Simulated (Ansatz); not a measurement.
Consider the formal loss of a carbene: `[OH][GeH2][CH2][SiH](O)F` → `[CH2]` (triplet) + `[OH][GeH2][SiH](O)F`.

Gas-phase electronic energies from Ansatz, PBE0-D4/def2-TZVP geometries. CCSD(T)/CBS adds triple-zeta CCSD(T) − MP2 to the extrapolated MP2 energy (def2 sets, frozen cores). This one scheme is used for every species. Functionals use def2-TZVPP. Triplets are unrestricted, without spin–orbit coupling. For Ge outer-core shells are correlated without core-valence functions, which leaves a few kJ/mol of doubt a bond. Scalar relativity is left out up to krypton. One conformer a species, not always the lowest.

`[OH][GeH2][CH2][SiH](O)F`:

```xyz
13

O     1.868    0.396   -0.205
Ge    1.017   -1.069    0.418
C    -0.771   -0.404    0.784
Si   -1.396    0.767   -0.522
O    -0.351    1.982   -0.768
F    -1.587   -0.115   -1.847
H     2.737    0.224   -0.572
H     1.765   -1.550    1.676
H     1.052   -2.151   -0.676
H    -0.750    0.110    1.749
H    -1.447   -1.259    0.877
H    -2.715    1.355   -0.210
H     0.580    1.712   -0.704
```

`[CH2]` (triplet):

Z-matrix (Å, degrees):
```
C
H 1 1.079
H 1 1.079 2 134.9
```

`[OH][GeH2][SiH](O)F`:

Cartesian coordinates in Å:
```
O -0.952 -1.712 -0.991
Ge 0.651 -1.210 -0.381
Si 0.333 0.992 0.494
O -1.287 1.180 0.308
F 1.123 2.088 -0.365
H -1.609 -1.035 -0.802
H 1.642 -1.270 -1.557
H 1.088 -2.217 0.700
H 0.737 1.239 1.902
H -1.725 1.944 0.690
```

| species | PBE0-D4 energy (Eh) |
| --- | --- |
| `[OH][GeH2][CH2][SiH](O)F` | -2658.72993 |
| `[CH2]` (triplet) | -39.11641 |
| `[OH][GeH2][SiH](O)F` | -2619.42269 |

Q: Work out ΔE.

A: ΔE = (-39.11641) + (-2619.42269) − (-2658.72993) = 0.19083 Eh = +5.19 eV. CCSD(T)/CBS gives +5.32 eV.

Largest T1 diagnostic among the species: 0.012.

The D4 term adds +0.16 eV with B3LYP and +0.08 eV with PBE0; it sums over pairs of atoms, weighted by their polarisabilities, and B3LYP, whose exchange is more repulsive, gets the larger term. In def2-TZVPP, CCSD(T) changes the Hartree–Fock value by +1.50 eV (the triples alone add +0.13 eV) and MP2 by +1.70 eV.

B3LYP here is the variant with VWN-RPA as its local correlation; programs differ in this.
